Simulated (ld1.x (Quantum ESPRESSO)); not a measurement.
**Plane-wave convergence, RRKJ potential for vanadium (V)**

* Element: vanadium
* Generator: ld1.x (Quantum ESPRESSO) 7.5
* Type: norm-conserving RRKJ (Kleinman–Bylander form)
* Functional: LDA (PZ)
* Relativity: scalar-relativistic
* Frozen core: [Ne]
* Valence charge: 13
* Reference configuration: 3s2 3p6 3d3 4s1 4p0 (charge +1)
* Partial waves: 3p (bound): rc 1.35 bohr; 3d (bound): rc 2.15 bohr; 3s (bound): rc 0.85 bohr
* Local potential: the s channel
* Core correction: none
* rho0: 0.001

Occupied shells without a wave of their own: 4s. They enter only through the test configuration that unscreens the potential.

The pseudo-atom Hamiltonian at the reference potential is diagonalised in spherical Bessel functions j_l(qr) that vanish at 20 bohr, with q² up to the cutoff. All-electron valence levels (Ry): 3p -3.7954, 4p -0.5159, 3d -0.9494, 3s -5.6967, 4s -0.8207.

Q: How do the lowest levels (Ry) of each channel move with the cutoff, and are there ghosts?

A:

```tsv
cutoff (Ry)	p #1	p #2	d #1	s #1	s #2	f #1	f #2	Σ f·Δε (mRy)
8	-2.2611	-0.3787	-0.3084	-4.8991	-0.7325	-0.0586	0.0353	12816.2
21	-3.5637	-0.4925	-0.7388	-5.0873	-0.7546	-0.0586	0.0353	3310.8
50	-3.7949	-0.5165	-0.9492	-5.6412	-0.8165	-0.0586	0.0352	122.7
90	-3.7954	-0.5165	-0.9494	-5.6750	-0.8219	-0.0586	0.0352	46.0
180	-3.7954	-0.5165	-0.9494	-5.6961	-0.8239	-0.0586	0.0352	1.6
350	-3.7954	-0.5165	-0.9494	-5.6968	-0.8240	-0.0586	0.0352	0.0
400	-3.7954	-0.5165	-0.9494	-5.6968	-0.8240	-0.0586	0.0352	0.0
```

Result: no extra level below or beside the all-electron valence levels (p, d, s, f tested); 10 mRy is reached at 140 Ry and 1 mRy at 260 Ry.
